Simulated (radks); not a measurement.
Results of a calculation; reference values are marked as such.
Coulomb parameter of the 5d shell of neutral iridium in the model configuration [Xe] 4f14 5d8 6s1, as a second difference U = [E(n + 0.5) + E(n - 0.5) - 2 E(n)] / (0.5)^2 with all orbitals relaxed. "Bare": the charge of the atom changes with n. "Screened": the 6s shell takes up the change at fixed total charge, which measures U(5d,5d) + U(6s,6s) - 2 U(5d,6s). Code: a radial shooting solver on a logarithmic mesh with Libxc functionals. Model: scalar-relativistic Kohn-Sham, BLYP, spin-unpolarised, spherical densities, finite nucleus; Fermi nuclear charge, rms radius 5.4032 fm.

| case | configuration | E - E(n) (eV) |
|---|---|---|
| start | [Xe] 4f14 5d8 6s1 | 0.000 |
| bare +0.5 | [Xe] 4f14 5d8.5 6s1 | -1.599 |
| bare -0.5 | [Xe] 4f14 5d7.5 6s1 | 3.810 |
| screened +0.5 | [Xe] 4f14 5d8.5 6s0.5 | 0.214 |
| screened -0.5 | [Xe] 4f14 5d7.5 6s1.5 | 0.006 |

U(bare) = 8.845 eV, U(screened by 6s) = 0.882 eV, against the Slater integral F0(5d,5d) = 13.878 eV with frozen orbitals. The step up makes a negative ion, whose loosely bound charge lowers the bare value.
